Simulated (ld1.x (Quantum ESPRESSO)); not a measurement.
Reading a pseudo-wave (rubidium)

Columns: radius, all-electron u(r) and pseudo u(r) of the 4d shell (level -3.66 eV) of rubidium in the configuration [Ar] 3d10 4s2 4p6 4d0 5s0 5p0; Wu–Cohen, scalar-relativistic, TM scheme, ld1.x (Quantum ESPRESSO) 7.5.

```json
{"r (bohr)": "0.228", "all-electron": "0.1487", "pseudo": "-0.0027"}
{"r (bohr)": "0.455", "all-electron": "0.1458", "pseudo": "-0.0204"}
{"r (bohr)": "0.682", "all-electron": "0.0100", "pseudo": "-0.0630"}
{"r (bohr)": "0.910", "all-electron": "-0.1371", "pseudo": "-0.1326"}
{"r (bohr)": "1.138", "all-electron": "-0.2592", "pseudo": "-0.2216"}
{"r (bohr)": "1.365", "all-electron": "-0.3509", "pseudo": "-0.3160"}
{"r (bohr)": "1.592", "all-electron": "-0.4161", "pseudo": "-0.4012"}
{"r (bohr)": "1.820", "all-electron": "-0.4604", "pseudo": "-0.4667"}
{"r (bohr)": "2.047", "all-electron": "-0.4884", "pseudo": "-0.5076"}
{"r (bohr)": "2.275", "all-electron": "-0.5038", "pseudo": "-0.5263"}
{"r (bohr)": "2.502", "all-electron": "-0.5093", "pseudo": "-0.5284"}
{"r (bohr)": "2.730", "all-electron": "-0.5075", "pseudo": "-0.5205"}
{"r (bohr)": "2.958", "all-electron": "-0.5010", "pseudo": "-0.5082"}
{"r (bohr)": "3.185", "all-electron": "-0.4915", "pseudo": "-0.4946"}
{"r (bohr)": "3.412", "all-electron": "-0.4799", "pseudo": "-0.4808"}
{"r (bohr)": "3.640", "all-electron": "-0.4663", "pseudo": "-0.4664"}
{"r (bohr)": "3.868", "all-electron": "-0.4506", "pseudo": "-0.4506"}
{"r (bohr)": "4.095", "all-electron": "-0.4331", "pseudo": "-0.4331"}
{"r (bohr)": "4.322", "all-electron": "-0.4142", "pseudo": "-0.4142"}
{"r (bohr)": "4.550", "all-electron": "-0.3942", "pseudo": "-0.3942"}
{"r (bohr)": "4.778", "all-electron": "-0.3737", "pseudo": "-0.3737"}
{"r (bohr)": "5.005", "all-electron": "-0.3530", "pseudo": "-0.3530"}
{"r (bohr)": "5.232", "all-electron": "-0.3324", "pseudo": "-0.3324"}
{"r (bohr)": "5.460", "all-electron": "-0.3121", "pseudo": "-0.3121"}
{"r (bohr)": "5.688", "all-electron": "-0.2924", "pseudo": "-0.2924"}
{"r (bohr)": "5.915", "all-electron": "-0.2734", "pseudo": "-0.2734"}
```

Q: How many radial nodes do the two functions have?

A: The all-electron 4d function has n − l − 1 = 1; the pseudo-wave has 0, since the states of the same l below it are removed with the core.

Q: At about which radius was the pseudo-wave matched?

A: 4.05 bohr. The columns agree to 0.0005 from 3.64 bohr on; several derivatives are matched, so the curves merge somewhat inside the radius.

Q: Is the pseudo-wave norm-conserving?

A: Yes: the TM scheme keeps the norm inside the radius equal to the all-electron one, which fixes the energy derivative of the logarithmic derivative at the level.
